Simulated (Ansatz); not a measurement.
A calculation with Ansatz (development build ahead of 0.2.0).

```yaml
crystal:
  periodic: [false, false, false]
  atoms:
    - { symbol: B, position_ang: [1.43, 0.0, 0.0] }
    - { symbol: "N", position_ang: [0.715, 1.23842, 0.0] }
    - { symbol: B, position_ang: [-0.715, 1.23842, 0.0] }
    - { symbol: "N", position_ang: [-1.43, 0.0, 0.0] }
    - { symbol: B, position_ang: [-0.715, -1.23842, 0.0] }
    - { symbol: "N", position_ang: [0.715, -1.23842, 0.0] }
    - { symbol: H, position_ang: [2.63, 0.0, 0.0] }
    - { symbol: H, position_ang: [1.2225, 2.11743, 0.0] }
    - { symbol: H, position_ang: [-1.315, 2.27765, 0.0] }
    - { symbol: H, position_ang: [-2.445, 0.0, 0.0] }
    - { symbol: H, position_ang: [-1.315, -2.27765, 0.0] }
    - { symbol: H, position_ang: [1.2225, -2.11743, 0.0] }
basis:
  gaussian: { orbitals: cc-pVDZ }
hamiltonian:
  xc: hf
correlation:
  method: mp2
  frozen_orbitals: { B: 1, H: 0, "N": 1 }
```

The input is written out in the form of the current development build from the run's settings.

Output:

```json
{
  "Converged": "yes",
  "Reference energy": "-241.17043 hartree",
  "Correlation energy": "-0.73625 hartree",
  "Total energy": "-241.90668 hartree",
  "Spin squared of the determinant": "0.000"
}
```
